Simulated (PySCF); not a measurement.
Excitations are Tamm–Dancoff values on a coarser integration grid. The basis has no diffuse functions, so Rydberg states are missing or too high.

Cartesian coordinates (Å):
```xyz
19

N      2.6051     2.4931    -1.5847
C      1.7879     1.7776    -1.1366
C      0.8099     0.8883    -0.5761
C     -0.5494     1.0991    -0.8641
C     -1.5199     0.2330    -0.3201
C     -2.9521     0.2474    -0.4705
C     -3.5609    -0.7706     0.2205
S     -2.4371    -1.7907     1.0829
C     -1.0822    -0.8421     0.5153
C      0.2783    -1.0524     0.8032
C      1.2463    -0.1925     0.2638
Si     3.0824    -0.4668     0.6452
H     -0.8501     1.9361    -1.5107
H     -3.4985     0.9880    -1.0697
H     -4.6339    -0.9932     0.2796
H      0.5817    -1.8895     1.4503
H      3.1694    -1.6711     1.5419
H      3.6658     0.7271     1.3463
H      3.8573    -0.7207    -0.6167
```
Charge 0, multiplicity 1.

Question: What is the computed HOMO–LUMO gap, S1–T1 gap (TDA), LUMO, brightest of the four lowest singlets (TDA) and S1 excitation (TDA) (PBE-D3(BJ)/def2-TZVP // PBE-D3(BJ)/def2-SVP in PySCF)?

Answer: 
The HOMO–LUMO gap is 3.52 eV and the S1–T1 gap (TDA) comes out as 0.71 eV. The LUMO is -2.55 eV. The brightest of the four lowest singlets (TDA) is 4.85 eV and the S1 excitation (TDA) is 3.87 eV.
